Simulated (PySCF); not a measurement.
# Correlation energy of I (iodine, neutral)

[Kr] 4d10 5s2 5p5, 2P determinant. All numbers are calculated (PySCF 2.14, a scalar-relativistic core potential, in aug-cc-pVQZ-PP with one added diffuse shell each of s, p, d, f, g type with ECP28MDF (8s8p6d4f3g, 117 functions)). Frozen: 4s2 4p6 4d10; 7 electrons correlated.

MP2 pair energies summed by pair of shells (mhartree):

```
 pair  energy  share (%)
5p-5p  -78.93       60.4
5s-5p  -44.23       33.8
5s-5s   -7.58        5.8
```

Total MP2 correlation energy: -130.73 mhartree.

Same-spin part -27.28 and opposite-spin part -103.45 mhartree; SCS-MP2 scales them by 1/3 and 6/5 to -133.24 mhartree.
